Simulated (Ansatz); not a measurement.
Cd₁₃Te₁₂Cl₂. Charge 0, multiplicity 1. Geometry PBE-D4/def2-SVP; atoms count from 1.

```csv
atom,x (Å),y (Å),z (Å)
Te1,4.239,4.451,0.825
Te2,5.325,-0.526,1.325
Te3,0.562,5.476,-2.840
Te4,-1.168,1.286,-5.231
Te5,2.032,0.706,-1.819
Te6,1.133,1.063,2.638
Te7,-2.210,1.984,-0.731
Te8,-1.496,-2.225,0.868
Te9,1.903,-3.359,3.933
Te10,-2.197,-0.865,5.727
Te11,-4.586,-1.560,-2.631
Te12,-5.857,0.114,2.034
Cd13,2.253,4.648,-0.948
Cd14,3.481,-1.288,-0.588
Cd15,3.706,1.856,1.274
Cd16,3.057,-1.074,2.842
Cd17,0.388,-0.426,-3.717
Cd18,-0.567,3.046,-3.033
Cd19,-2.880,0.575,-3.155
Cd20,0.961,-3.381,1.335
Cd21,-2.133,-2.522,-1.796
Cd22,-0.097,0.275,0.174
Cd23,-3.773,-0.358,3.634
Cd24,-0.064,-1.265,4.143
Cd25,-4.329,-0.088,-0.167
Cl26,2.536,-3.656,-0.653
Cl27,-0.218,-2.889,-3.442
```

In the def2 sets Cd, Te take a core potential; there is no spin–orbit coupling. Single mean-field runs in def2-TZVP are fitted with def2-universal-jkfit.

Estimate the Mulliken populations from the PBE0/def2-TZVP orbitals of Ansatz.


```json
{"atom": "Te1", "charge (e)": "-0.49", "d electrons": "–"}
{"atom": "Te2", "charge (e)": "-0.46", "d electrons": "–"}
{"atom": "Te3", "charge (e)": "-0.49", "d electrons": "–"}
{"atom": "Te4", "charge (e)": "-0.46", "d electrons": "–"}
{"atom": "Te5", "charge (e)": "-0.62", "d electrons": "–"}
{"atom": "Te6", "charge (e)": "-0.52", "d electrons": "–"}
{"atom": "Te7", "charge (e)": "-0.53", "d electrons": "–"}
{"atom": "Te8", "charge (e)": "-0.62", "d electrons": "–"}
{"atom": "Te9", "charge (e)": "-0.46", "d electrons": "–"}
{"atom": "Te10", "charge (e)": "-0.49", "d electrons": "–"}
{"atom": "Te11", "charge (e)": "-0.46", "d electrons": "–"}
{"atom": "Te12", "charge (e)": "-0.49", "d electrons": "–"}
{"atom": "Cd13", "charge (e)": "0.50", "d electrons": "10.00"}
{"atom": "Cd14", "charge (e)": "0.66", "d electrons": "10.02"}
{"atom": "Cd15", "charge (e)": "0.55", "d electrons": "10.02"}
{"atom": "Cd16", "charge (e)": "0.43", "d electrons": "10.01"}
{"atom": "Cd17", "charge (e)": "0.66", "d electrons": "10.02"}
{"atom": "Cd18", "charge (e)": "0.55", "d electrons": "10.02"}
{"atom": "Cd19", "charge (e)": "0.43", "d electrons": "10.01"}
{"atom": "Cd20", "charge (e)": "0.66", "d electrons": "10.02"}
{"atom": "Cd21", "charge (e)": "0.66", "d electrons": "10.02"}
{"atom": "Cd22", "charge (e)": "0.28", "d electrons": "10.02"}
{"atom": "Cd23", "charge (e)": "0.50", "d electrons": "10.00"}
{"atom": "Cd24", "charge (e)": "0.55", "d electrons": "10.02"}
{"atom": "Cd25", "charge (e)": "0.55", "d electrons": "10.02"}
{"atom": "Cl26", "charge (e)": "-0.44", "d electrons": "–"}
{"atom": "Cl27", "charge (e)": "-0.44", "d electrons": "–"}
```
Mulliken values and Mayer orders depend strongly on the basis.

And the Mayer bond orders between bonded heavy atoms (over 0.3)?

Te1–Cd13 0.92 (2.67 Å); Te1–Cd15 0.95 (2.69 Å); Te2–Cd14 0.77 (2.76 Å); Te2–Cd15 0.56 (2.88 Å); Te2–Cd16 0.70 (2.78 Å); Te3–Cd13 0.92 (2.67 Å); Te3–Cd18 0.95 (2.69 Å); Te4–Cd17 0.77 (2.76 Å); Te4–Cd18 0.56 (2.88 Å); Te4–Cd19 0.70 (2.78 Å); Te5–Cd14 0.68 (2.76 Å); Te5–Cd17 0.68 (2.75 Å); Te5–Cd22 0.54 (2.95 Å); Te6–Cd15 0.37 (3.02 Å); Te6–Cd16 0.61 (2.88 Å); Te6–Cd22 0.65 (2.86 Å); Te6–Cd24 0.37 (3.02 Å); Te7–Cd18 0.37 (3.02 Å); Te7–Cd19 0.61 (2.88 Å); Te7–Cd22 0.65 (2.86 Å); Te7–Cd25 0.37 (3.02 Å); Te8–Cd20 0.68 (2.75 Å); Te8–Cd21 0.68 (2.76 Å); Te8–Cd22 0.54 (2.95 Å); Te9–Cd16 0.70 (2.78 Å); Te9–Cd20 0.77 (2.76 Å); Te9–Cd24 0.56 (2.88 Å); Te10–Cd23 0.92 (2.67 Å); Te10–Cd24 0.95 (2.69 Å); Te11–Cd19 0.70 (2.78 Å); Te11–Cd21 0.77 (2.76 Å); Te11–Cd25 0.56 (2.88 Å); Te12–Cd23 0.92 (2.67 Å); Te12–Cd25 0.95 (2.69 Å); Cd14–Cl26 0.44 (2.55 Å); Cd17–Cl27 0.44 (2.55 Å); Cd20–Cl26 0.44 (2.55 Å); Cd21–Cl27 0.44 (2.55 Å).
